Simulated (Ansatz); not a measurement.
C$_{2}$H$_{4}$BFOSe, SMILES `B[C@@H]1O[C@@]1(F)[SeH]`, relaxed with RKS PBE-D4/def2-SVP in Ansatz from a rough embedded geometry. The force threshold is 0.03 eV/Å; the program also tests the step.

Total charge 0; spin multiplicity 1.

Start:

```xyz
10

B     1.156   -0.922    1.057
C     0.624   -0.052   -0.203
O     0.487    1.329    0.132
C    -0.663    0.599   -0.190
F    -1.451    0.491    1.031
Se   -1.544    1.202   -1.792
H     2.181   -0.669    1.519
H     0.427   -1.736    1.473
H     1.127   -0.153   -1.211
H    -2.344   -0.089   -1.815
```

| step | energy (eV) | largest force (eV/Å) | largest move (Å) |
| --- | --- | --- | --- |
| 1 | -72894.3546 | 2.808 | 0.000 |
| 2 | -72894.6748 | 1.303 | 0.122 |
| 3 | -72894.7648 | 0.722 | 0.083 |
| 4 (rejected) | -72894.7172 | 1.096 | 0.162 |
| 5 | -72894.8010 | 0.095 | 0.079 |
| 6 | -72894.8131 | 0.123 | 0.095 |
| 7 | -72894.8371 | 0.323 | 0.148 |
| 8 | -72894.8713 | 0.529 | 0.196 |
| 9 | -72894.9333 | 0.330 | 0.200 |
| 10 | -72894.9847 | 0.372 | 0.200 |
| 11 | -72895.0051 | 0.412 | 0.196 |
| 12 | -72895.0188 | 0.133 | 0.131 |
| 13 | -72895.0197 | 0.176 | 0.065 |
| 14 | -72895.0221 | 0.094 | 0.059 |
| 15 | -72895.0231 | 0.031 | 0.014 |
| 16 | -72895.0231 | 0.019 | 0.002 |

End:

```xyz
10

B     1.099   -0.928    1.051
C     0.736   -0.128   -0.222
O     0.682    1.366   -0.140
C    -0.508    0.725   -0.207
F    -1.279    0.740    0.918
Se   -1.566    1.088   -1.816
H     1.219   -0.377    2.124
H     1.229   -2.133    0.953
H     1.020   -0.480   -1.231
H    -2.632    0.128   -1.430
```

Run time 30 s (4 threads of an Arm Neoverse V1 on a shared host); peak host memory 0.19 GiB.
